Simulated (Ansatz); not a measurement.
Saddle point of GaSiH$_{7}$O, singlet (SiH₄O ([OH][SiH3]) + GaH₃ → GaSiH₅O ([SiH3][O][GaH2]) + H₂; bonds formed: H2–H5; dative contacts that become bonds: Ga1–O6; bonds broken: Ga1–H2, H5–O6), PBE0-D4/def2-TZVP structure:

Ga1  (-0.963, 0.348, -1.405)
H2  (0.609, 1.186, -1.661)
H3  (-0.854, -1.102, -1.963)
H4  (-2.114, 1.389, -1.474)
H5  (0.605, 0.968, -0.669)
O6  (-0.005, 0.494, 0.334)
Si7  (0.556, -0.576, 1.453)
H8  (1.115, 0.167, 2.610)
H9  (1.619, -1.438, 0.870)
H10  (-0.570, -1.437, 1.904)
(Å)

Energies are electronic, without zero-point energy. Barriers and step energies count from the start structure reached by relaxing down the imaginary mode; all methods use the PBE0-D4 structures, on which another method's saddle can fall below an end. Ansatz 0.2.0; basis: def2-TZVPP, with def2-QZVPP for the basis limit; cores frozen in the correlated methods. Filled d shells of the heavier atoms are correlated. The def2 sets are not built for correlating such inner shells, so the correlated values are less sure here. B3LYP uses VWN-RPA correlation. Extrapolation: Hartree–Fock as exp(−7.88 √X), correlation as X^−2.97.

```tsv
method	barrier (eV)	step energy (eV)
SPW92	0.570	0.033
PBE-D4	0.685	-0.160
BLYP-D4	0.753	-0.258
r2SCAN-D4	0.756	-0.171
B97M-V	?	-0.092
PBE0-D4	0.827	-0.106
B3LYP-D4	0.862	-0.197
r2SCAN0-D4	0.868	-0.124
BHLYP-D4	1.028	-0.144
CAM-B3LYP-D4	0.908	-0.147
wB97X-V	?	-0.147
wB97M-V	0.946	-0.124
B2PLYP	?	-0.224
PBE-QIDH	0.895	-0.136
RPA on PBE	0.922	-0.176
HF	1.333	-0.179
MP2	0.861	-0.238
CCSD	1.014	-0.151
CCSD(T)	0.937	-0.168
```

**Question.** Fill in the withheld barriers. (To be estimated.)

**Answer.** The calculation gives: B97M-V 0.910; wB97X-V 0.938; B2PLYP 0.875 eV. Each is the energy of the saddle less that of the start structure, by the same method.

For comparison, the barrier by CCSD(T) at an estimated basis limit (MP2 extrapolated from triple and quadruple zeta, plus CCSD(T) − MP2 in triple zeta) is 0.925 eV.

No T1 diagnostic of these runs exceeds 0.014.

The step is the kind of ligand exchange by which a precursor binds to a hydroxyl group, or is hydrolysed, in atomic layer deposition of oxides.

Labels in which every atom is bracketed show which atoms are joined, not bond orders.

For scale, one of the runs: CCSD(T)/def2-TZVPP, 219 basis functions, launched by `ansatz run in.yaml --threads 4 --pin off --events-out ev --progress --plain --max-ram 9574MiB`. Time: 78 s of wall clock on 4 CPU threads of an Arm Neoverse V1; the host was shared. Peak host memory: 3.2 GiB.
